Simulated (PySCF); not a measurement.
Spin-rotation constants: `CCC[Si@H](F)CC`, C$_{5}$H$_{13}$FSi

Molfile (atoms numbered from 1):
```
C5H13FSi
     RDKit          3D

 20 19  0  0  0  0  0  0  0  0999 V2000
    3.1835    0.5599   -0.3769 C   0  0  0  0  0  0  0  0  0  0  0  0
    2.0644   -0.3975    0.0153 C   0  0  0  0  0  0  0  0  0  0  0  0
    0.6859    0.1665   -0.3311 C   0  0  0  0  0  0  0  0  0  0  0  0
   -0.7305   -1.0288    0.0827 Si  0  0  2  0  0  4  0  0  0  0  0  0
   -0.4662   -2.3893   -0.7625 F   0  0  0  0  0  0  0  0  0  0  0  0
   -2.4278   -0.3780   -0.4651 C   0  0  0  0  0  0  0  0  0  0  0  0
   -2.8998    0.8418    0.3204 C   0  0  0  0  0  0  0  0  0  0  0  0
    3.1691    0.7454   -1.4489 H   0  0  0  0  0  0  0  0  0  0  0  0
    3.0678    1.5123    0.1372 H   0  0  0  0  0  0  0  0  0  0  0  0
    4.1536    0.1439   -0.1146 H   0  0  0  0  0  0  0  0  0  0  0  0
    2.1163   -0.5932    1.0882 H   0  0  0  0  0  0  0  0  0  0  0  0
    2.2031   -1.3501   -0.4988 H   0  0  0  0  0  0  0  0  0  0  0  0
    0.6659    0.4045   -1.3979 H   0  0  0  0  0  0  0  0  0  0  0  0
    0.5524    1.1126    0.1968 H   0  0  0  0  0  0  0  0  0  0  0  0
   -0.7138   -1.4854    1.4691 H   0  0  0  0  0  0  0  0  0  0  0  0
   -3.1651   -1.1749   -0.3555 H   0  0  0  0  0  0  0  0  0  0  0  0
   -2.4061   -0.1273   -1.5277 H   0  0  0  0  0  0  0  0  0  0  0  0
   -2.2083    1.6719    0.1968 H   0  0  0  0  0  0  0  0  0  0  0  0
   -2.9680    0.6110    1.3809 H   0  0  0  0  0  0  0  0  0  0  0  0
   -3.8814    1.1652   -0.0211 H   0  0  0  0  0  0  0  0  0  0  0  0
  1  2  1  0
  2  3  1  0
  3  4  1  0
  4  5  1  0
  4  6  1  0
  6  7  1  0
  1  8  1  0
  1  9  1  0
  1 10  1  0
  2 11  1  0
  2 12  1  0
  3 13  1  0
  3 14  1  0
  4 15  1  1
  6 16  1  0
  6 17  1  0
  7 18  1  0
  7 19  1  0
  7 20  1  0
M  END
```

Computed, not measured: GIAO BHandHLYP/pcSseg-1 magnetisability, rotational g tensor and spin-rotation constants, non-relativistic, gas phase (PySCF). Geometry: GFN2-xTB.

Give the nuclear spin-rotation constants along the inertial axes (H = +C I·J) beside the isotropic shieldings.

Rotational constants 3.1546, 1.0499, 0.8427 GHz. A star marks the isotopologue with that one atom substituted, in its own axes.
```
atom  isotope  Caa (kHz)  Cbb (kHz)  Ccc (kHz)  mean (kHz)  σ (ppm)
  F5      19F      1.416      0.607      0.340       0.788    389.4
  H8       1H     -0.343     -0.123      0.021      -0.148     30.9
  H9       1H     -0.344      0.015     -0.090      -0.140     30.9
 H10       1H     -0.039     -0.094     -0.077      -0.070     30.5
 H11       1H     -0.324     -0.121      0.019      -0.142     30.6
 H12       1H     -0.317      0.011     -0.083      -0.130     30.3
 H13       1H     -0.347     -0.131      0.018      -0.153     31.3
 H14       1H     -0.352      0.013     -0.099      -0.146     31.5
 H15       1H     -0.273     -0.099      0.043      -0.110     27.1
 H16       1H     -0.082     -0.070     -0.095      -0.083     30.9
 H17       1H     -0.338     -0.130      0.019      -0.150     31.0
 H18       1H     -0.161     -0.051     -0.092      -0.101     31.2
 H19       1H     -0.335     -0.120      0.012      -0.148     31.1
 H20       1H     -0.025     -0.106     -0.073      -0.068     30.5
  C1     13C*      0.414      0.158      0.131       0.234    165.3
  C2     13C*      0.481      0.154      0.116       0.251    166.2
  C3     13C*      0.434      0.163      0.124       0.241    166.1
 Si4    29Si*     -2.009     -0.670     -0.575      -1.085    334.3
  C6     13C*      0.427      0.134      0.111       0.224    175.6
  C7     13C*      0.400      0.130      0.105       0.211    179.1
```
For the geometry as given, no vibrational averaging.

How do the rotational constants and the g tensor change when H8, H9, H10, H11, H12, H13, H14, H15, H16, H17, H18, H19, H20 are replaced by deuterium?

Constants 2.6227, 0.8612, 0.7090 GHz; g -0.0157, -0.0015, -0.0045, against -0.0185, -0.0018, -0.0052 before.
